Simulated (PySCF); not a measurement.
A calculated (M06-L, PySCF 2.14, cc-pVTZ, the non-relativistic Hamiltonian (point nucleus)) atom or ion has these occupied shells.

| shell | electrons | orbital energy (eV) | rms radius, mean of both spins (bohr) |
| --- | --- | --- | --- |
| 1s α | 1 | -669.28 | 0.205 |
| 1s β | 1 | -668.50 | 0.205 |
| 2s α | 1 | -32.864 | 1.10 |
| 2s β | 1 | -29.342 | 1.10 |
| 2p α | 3 | -12.251 | 1.24 |
| 2p β | 2 | -10.397 | 1.24 |

(1) Name the element and its charge.

## Answers

(1) F (fluorine, neutral), in [He] 2s2 2p5, 2P determinant.
